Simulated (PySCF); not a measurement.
## Radial density of S (sulfur, neutral)

UHF, [Ne] 3s2 3p3 4s1, high-spin 5S determinant (an excited configuration). Calculation: PySCF 2.14, in aug-cc-pwCVQZ; the non-relativistic Hamiltonian (point nucleus).

```json
{"r (bohr)": "0.00150", "4πr²ρ (e/bohr)": "0.07217", "4πr²(ρα − ρβ)": "0.0000"}
{"r (bohr)": "0.00253", "4πr²ρ (e/bohr)": "0.1977", "4πr²(ρα − ρβ)": "0.0001"}
{"r (bohr)": "0.00425", "4πr²ρ (e/bohr)": "0.5292", "4πr²(ρα − ρβ)": "0.0002"}
{"r (bohr)": "0.00715", "4πr²ρ (e/bohr)": "1.365", "4πr²(ρα − ρβ)": "0.0005"}
{"r (bohr)": "0.0120", "4πr²ρ (e/bohr)": "3.305", "4πr²(ρα − ρβ)": "0.0012"}
{"r (bohr)": "0.0202", "4πr²ρ (e/bohr)": "7.202", "4πr²(ρα − ρβ)": "0.0029"}
{"r (bohr)": "0.0340", "4πr²ρ (e/bohr)": "13.16", "4πr²(ρα − ρβ)": "0.0074"}
{"r (bohr)": "0.0572", "4πr²ρ (e/bohr)": "18.05", "4πr²(ρα − ρβ)": "0.0233"}
{"r (bohr)": "0.0962", "4πr²ρ (e/bohr)": "16.24", "4πr²(ρα − ρβ)": "0.0846"}
{"r (bohr)": "0.162", "4πr²ρ (e/bohr)": "11.97", "4πr²(ρα − ρβ)": "0.2548"}
{"r (bohr)": "0.272", "4πr²ρ (e/bohr)": "16.33", "4πr²(ρα − ρβ)": "0.4062"}
{"r (bohr)": "0.458", "4πr²ρ (e/bohr)": "14.86", "4πr²(ρα − ρβ)": "0.0997"}
{"r (bohr)": "0.770", "4πr²ρ (e/bohr)": "4.323", "4πr²(ρα − ρβ)": "0.2359"}
{"r (bohr)": "1.30", "4πr²ρ (e/bohr)": "3.243", "4πr²(ρα − ρβ)": "1.6848"}
{"r (bohr)": "2.18", "4πr²ρ (e/bohr)": "1.943", "4πr²(ρα − ρβ)": "1.2437"}
{"r (bohr)": "3.67", "4πr²ρ (e/bohr)": "0.3898", "4πr²(ρα − ρβ)": "0.3473"}
{"r (bohr)": "6.17", "4πr²ρ (e/bohr)": "0.1829", "4πr²(ρα − ρβ)": "0.1828"}
{"r (bohr)": "10.4", "4πr²ρ (e/bohr)": "0.001523", "4πr²(ρα − ρβ)": "0.0015"}
```

The outer electron is Rydberg-like, and this basis confines it to a smaller radius and binds it less than a complete one would.
